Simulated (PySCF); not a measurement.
CH10FNSi3, SMILES [SiH3][C@@H](N)[Si@@H](F)[SiH3].

The structure is a stationary point at B3LYP-D3(BJ)/def2-SVP. The structure was generated by enumeration; whether it is a known compound was not checked. One conformer was computed; it need not be the lowest.

Two levels are set side by side: TDA-PBE/def2-SVPD (PySCF) and TDA-LC-ωPBE/def2-SVPD (PySCF). Vertical, same geometry. The lowest singlet is HOMO→LUMO 98 % with PBE and HOMO→LUMO 84 % with the other functional; states are paired by order. Differences are taken from unrounded values.

| quantity | TDA-LC-ωPBE |
|---|---|
| lowest singlet excitation (eV) | 6.24 |
| lowest triplet excitation (TDA) (eV) | 5.79 |
| first bright state (f over 0.05) (eV) | 7.24 |
| its oscillator strength | 0.07 |

Problem. What does TDA-PBE give, and how far is it from TDA-LC-ωPBE? (An estimate is asked for; the answer gives what the named calculation found.)

Solution. 
| quantity | TDA-PBE | TDA-PBE minus TDA-LC-ωPBE |
|---|---|---|
| lowest singlet excitation (eV) | 4.79 | -1.45 |
| lowest triplet excitation (TDA) (eV) | 4.50 | -1.29 |
| first bright state (f over 0.05) (eV) | 5.72 | -1.53 |
| its oscillator strength | 0.06 | 0.00 |

Functionals without exact exchange tend to place singlet excitations lower, as here. Differences between two approximate levels are no errors against the true value.

Rough cost on one machine, each run with all the roots and properties that it gave: TDA-LC-ωPBE against TDA-PBE about 3 times.
